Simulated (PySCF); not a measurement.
# Two-component Hartree-Fock for Sr (strontium, neutral)

Start: [Kr] 4d1 5s1; 4d5/2 filled at m_j = +5/2; 5s1/2 filled at m_j = +1/2. Calculated with PySCF 2.14 in x2c-SVPall-2c with one added diffuse shell each of s, d type (7s7p7d1f, 70 functions): generalised Hartree-Fock with the X2C-1e Hamiltonian and a Gaussian nucleus; one run each with spin-orbit coupling (SO) switched off, then screened by Boettger's factors. This is a chosen level, not necessarily the ground level.

| spinor shell | electrons | ε, spin-free (eV) | ε, screened SO (eV) | weight of nominal j (screened SO) | rms radius, screened SO (bohr) |
| --- | --- | --- | --- | --- | --- |
| 1s1/2 | 2 | -16193.6 | -16193.1 | 1.000 | 0.0451 |
| 2s1/2 | 2 | -2258.9 | -2258.7 | 1.000 | 0.187 |
| 2p1/2 | 2 | -2001.9 | -2049.1 | 1.000 | 0.164 |
| 2p3/2 | 4 | -2001.9 | -1979.4 | 1.000 | 0.167 |
| 3s1/2 | 2 | -378.06 | -378.05 | 1.000 | 0.524 |
| 3p1/2 | 2 | -292.32 | -299.90 | 1.000 | 0.527 |
| 3p3/2 | 4 | -292.32 | -288.74 | 1.000 | 0.538 |
| 3d3/2 | 4 | -150.60 | -151.73 | 1.000 | 0.545 |
| 3d5/2 | 6 | -150.60 | -149.86 | 1.000 | 0.549 |
| 4s1/2 | 2 | -51.666 | -51.686 | 1.000 | 1.47 |
| 4p1/2 | 2 | -28.725 | -29.469 | 0.963 | 1.68 |
| 4p3/2 | 4 | -28.725 | -28.402 | 0.981 | 1.70 |
| 5s1/2 | 1 | -5.134 | -5.143 | 1.000 | 4.95 |
| 4d5/2 | 1 | -3.140 | -3.131 | 1.000 | 4.57 |

```tsv
quantity	spin-free	screened SO
E (hartree)	-3176.84332	-3177.07726
M_J	3	3
⟨J²⟩	12.003	12.003
⟨L²⟩	6.002	6.007
⟨S²⟩	2.001	2.006
```

Each row is a mean over spinors that exchange with the open shell spreads, by up to 1.283 eV (4p3/2).

Breit and QED terms are absent; they matter most for the inner s and p1/2 levels.

Densities and radii are taken from the X2C orbitals without a picture-change correction, which distorts them close to the nucleus.

Without spin-orbit coupling the j labels of p, d and f shells carry no meaning; the spin-free column gives the mean over the occupied spinors of each nl shell.
